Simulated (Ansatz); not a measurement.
Reactions of `O[Si](F)([SiH3])I`.

Calculated with Ansatz (gas phase, PBE0-D4/def2-TZVP geometries, no zero-point term in ΔE). CCSD(T)/CBS is the MP2 limit (def2-TZVPP, def2-QZVPP) plus CCSD(T) − MP2 in def2-TZVPP, frozen cores. This one scheme is used for every species. Elements past krypton have def2 core potentials. For I outer-core shells are correlated without core-valence functions, which leaves a few kJ/mol of doubt a bond. Each species was taken in one conformer, which may not be the lowest.

```json
{"reaction": "`O[Si](F)([SiH3])I` + H₂O → `O[Si](O)(F)[SiH3]` + HI", "HF/CBS(def2) (kJ/mol)": "-42", "CCSD(T)/CBS(def2) (kJ/mol)": "-19"}
{"reaction": "`O[Si](F)([SiH3])I` + `C[SiH](N)O` → `C[SiH](N)O[SiH3]` + `O[SiH](F)I`", "HF/CBS(def2) (kJ/mol)": "-139", "CCSD(T)/CBS(def2) (kJ/mol)": "-107"}
{"reaction": "`O[Si](F)([SiH3])I` → `O[SiH](F)I` + `[SiH2]`", "HF/CBS(def2) (kJ/mol)": "206", "CCSD(T)/CBS(def2) (kJ/mol)": "235"}
{"reaction": "`O[Si](F)([SiH3])I` + `[SiH3]P` → `[SiH3]P[SiH3]` + `O[SiH](F)I`", "HF/CBS(def2) (kJ/mol)": "-31", "CCSD(T)/CBS(def2) (kJ/mol)": "-30"}
{"reaction": "`O[Si](F)([SiH3])I` + `FC(F)(F)S` → `FC(F)(F)S[SiH3]` + `O[SiH](F)I`", "HF/CBS(def2) (kJ/mol)": "-64", "CCSD(T)/CBS(def2) (kJ/mol)": "-56"}
{"reaction": "`O[Si](F)([SiH3])I` + HCl → `O[Si](F)([SiH3])Cl` + HI", "HF/CBS(def2) (kJ/mol)": "-27", "CCSD(T)/CBS(def2) (kJ/mol)": "-14"}
{"reaction": "`O[Si](F)([SiH3])I` + H₂ → `O[SiH](F)[SiH3]` + HI", "HF/CBS(def2) (kJ/mol)": "53", "CCSD(T)/CBS(def2) (kJ/mol)": "82"}
```

Largest T1 diagnostic: 0.014, for `[SiH2]`.
